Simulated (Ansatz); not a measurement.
Molecular dynamics of Mg

Input file:

```yaml
crystal:
  lattice:
    - [6.42, 0.0, 0.0]
    - [-4.815, 8.339825, 0.0]
    - [0.0, 0.0, 5.21304]
  atoms:
    - { symbol: Mg, position: [-0.07011512, -0.00193356, 0.1079037] }
    - { symbol: Mg, position: [0.16446067, 0.21957951, 0.5441793] }
    - { symbol: Mg, position: [-0.02512973, 0.33822309, -0.15126883] }
    - { symbol: Mg, position: [0.23055106, 0.64673963, 0.55053001] }
    - { symbol: Mg, position: [-0.04341537, 0.63367413, 0.06655675] }
    - { symbol: Mg, position: [0.05174927, 0.87971873, 0.59219533] }
    - { symbol: Mg, position: [0.40171732, -0.04002331, 0.16381947] }
    - { symbol: Mg, position: [0.80154591, 0.31195842, 0.33715886] }
    - { symbol: Mg, position: [0.42137625, 0.3306403, 0.0755029] }
    - { symbol: Mg, position: [0.63340466, 0.54845251, 0.55069918] }
    - { symbol: Mg, position: [0.53895682, 0.68203511, 0.04126647] }
    - { symbol: Mg, position: [0.67267841, 0.93138636, 0.55915757] }
    - { symbol: Mg, position: [0.5063369, 0.14660765, 0.7210244] }
basis:
  ecutwfc: 500.0
kpoints:
  mp_grid: { grid: [2, 2, 2] }
hamiltonian:
  xc: r2scan
scf:
  occupations: { method: fermi_dirac, width: 0.1 }
  lower_state_search: "off"
md:
  timestep: 2
  n_steps: 190
  ensemble: nvt_nose_hoover
  temperature: 1260.0
  initial_velocities: maxwell_boltzmann
  seed: 67113
  nose_hoover: { tau: 50.0, chain_length: 3 }
```

Command:

```bash
$ ansatz run input.yaml --threads 2 --pin off --max-ram 5120MiB --backend cpu --events-out ev --progress --plain --runs-dir out
```

It goes on from the last frame of an earlier run, with new velocities.

Output, in part (step lines):

```
md step     0: t =     0.00 fs  T =  1260.0 K  F+E_penalty+E_count = -25040.54201631 eV  E_kin = 1.954411 eV  conserved = -25038.58760512 eV  (9 SCF iters)
md step     1: t =     2.00 fs  T =  1297.4 K  F+E_penalty+E_count = -25040.60030312 eV  E_kin = 2.012487 eV  conserved = -25038.58779176 eV  (8 SCF iters)
md step     2: t =     4.00 fs  T =  1317.9 K  F+E_penalty+E_count = -25040.63230933 eV  E_kin = 2.044185 eV  conserved = -25038.58789379 eV  (8 SCF iters)
md step     3: t =     6.00 fs  T =  1320.0 K  F+E_penalty+E_count = -25040.63605776 eV  E_kin = 2.047421 eV  conserved = -25038.58790740 eV  (8 SCF iters)
md step     4: t =     8.00 fs  T =  1303.4 K  F+E_penalty+E_count = -25040.61105918 eV  E_kin = 2.021704 eV  conserved = -25038.58782995 eV  (8 SCF iters)
md step     5: t =    10.00 fs  T =  1268.9 K  F+E_penalty+E_count = -25040.55835768 eV  E_kin = 1.968178 eV  conserved = -25038.58766025 eV  (4 SCF iters)
md step     6: t =    12.00 fs  T =  1218.2 K  F+E_penalty+E_count = -25040.48052288 eV  E_kin = 1.889595 eV  conserved = -25038.58740444 eV  (3 SCF iters)
md step     7: t =    14.00 fs  T =  1154.1 K  F+E_penalty+E_count = -25040.38155767 eV  E_kin = 1.790196 eV  conserved = -25038.58707268 eV  (4 SCF iters)
[... lines left out ...]
md step   190: t =   380.00 fs  T =  1118.5 K  F+E_penalty+E_count = -25040.62428155 eV  E_kin = 1.734935 eV  conserved = -25038.58705262 eV  (8 SCF iters)
```

The steps, from the saved trajectory:

```tsv
time (fs)	T (K)	potential energy less start (eV)	conserved less start (meV/atom)
0	1260	0.000	0.00
12	1218	0.061	0.02
24	770	0.767	0.19
36	601	1.079	0.20
48	865	0.805	0.16
60	1367	0.321	0.11
72	1749	0.092	0.12
84	1763	0.286	0.10
96	1324	1.019	0.16
108	914	1.673	0.35
120	1219	1.246	0.19
132	1619	0.676	0.12
144	1626	0.644	0.18
156	1454	0.826	0.21
168	1297	0.967	0.18
180	1135	1.133	0.18
192	988	1.312	0.19
204	973	1.328	0.25
216	1289	0.871	0.20
228	1663	0.326	0.09
240	1549	0.461	0.09
252	1012	1.198	0.22
264	746	1.546	0.30
276	1040	1.046	0.11
288	1199	0.757	0.09
300	1181	0.732	0.23
312	1407	0.306	0.05
324	1314	0.329	0.11
336	1131	0.480	0.21
348	1253	0.162	0.12
360	1368	-0.170	0.07
372	1286	-0.226	0.05
```

All steps were run. The conserved energy stayed within 0.36 meV per atom of its start (net change 0.042 meV per atom), so the integration is sound. A run of 0.38 ps of so small a system gives no equilibrium averages. Limits of this set-up: coarse k mesh, a small cell, in which the defect meets its images.

Mean squared displacements from the first frame to the last, about the centre of mass: Mg 0.58 Å².

Last frame:

```xyz
13
Lattice="6.4200 0.0000 0.0000 -4.8150 8.3398 0.0000 0.0000 0.0000 5.2130" Properties=species:S:1:pos:R:3
Mg -0.624 0.377 0.286
Mg -0.028 1.570 2.887
Mg -2.226 3.542 -0.731
Mg -1.592 4.983 2.066
Mg -4.051 5.653 0.798
Mg -3.169 7.132 3.640
Mg 2.601 -0.175 1.323
Mg 3.779 2.330 1.722
Mg 0.473 3.036 0.572
Mg 1.612 4.111 3.164
Mg -0.175 5.926 -0.535
Mg 0.760 7.167 2.315
Mg 3.050 1.277 4.170
```

Run time: 19 min on 2 threads of AMD EPYC 9R14 (Zen 4), on a shared host, peak memory 1.4 GiB.
